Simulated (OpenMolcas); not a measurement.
Computed levels of 2s2 2p3 in ions with 7 electrons, in cm-1 above 4S* 3/2.

```
Program             : OpenMolcas 26.06
Method              : SS-CASPT2, IPEA 0.25 Eh, imaginary shift 0.1 Eh
Basis               : ANO-RCC-VQZP
Scalar Hamiltonian  : DKH2, point nucleus
Spin-orbit coupling : RASSI with atomic mean-field integrals over the reference wave functions, term energies averaged over their components
```

Active space for each ion: 5 electrons in 4 orbitals (2s 2p); closed shells correlated by CASPT2: 1s.

| Level | N | O+ | Ne3+ |
| --- | --- | --- | --- |
| 2D* 3/2 | 19300 | 27170 | 41740 |
| 2D* 5/2 | 19300 | 27180 | 41770 |
| 2P* 3/2 | 28690 | 40560 | 62740 |
| 2P* 1/2 | 28690 | 40560 | 62730 |

**Question.** Estimate 2D* 3/2, 2D* 5/2 for F2+ from its neighbours O+ and Ne3+.

**Answer.** 2D* 3/2 is another term, which grows about linearly with the charge: (27170 + 41740) / 2 = 34455. The calculation gives 34690, so the estimate is off by -0.7 %.
2D* 5/2 is another term, which grows about linearly with the charge: (27180 + 41770) / 2 = 34475. The calculation gives 34700, so the estimate is off by -0.6 %.

Term energies are means over components that CASPT2 splits; among the terms shown or strongly mixed into the levels shown the widest spread is 180 cm-1 (2s2 2p3 2D*, N). Only configurations of the active space appear.

* marks odd parity.
